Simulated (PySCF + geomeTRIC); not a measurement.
A geometry relaxed with PBE0-D4/def2-TZVP run with PySCF + geomeTRIC, charge 0, multiplicity 1:

```xyz
13

H      1.9877    -0.4082    -1.2362
Si    -1.0965    -1.2711    -0.0802
H     -1.6554     1.5380    -0.4821
Si     1.6641     0.1097     0.1176
N     -0.6578     1.3851    -0.5644
H      2.1857    -0.8297     1.1466
H     -0.7752    -2.3104     0.9347
H     -0.7209    -1.7632    -1.4302
C     -0.1936     0.3285     0.3349
H     -2.5655    -1.0173    -0.0575
H      2.3309     1.4315     0.2937
H     -0.1969     2.2672    -0.3782
H     -0.3686     0.5250     1.4080
```

Write the SMILES of this molecule.

`NC([SiH3])[SiH3]`
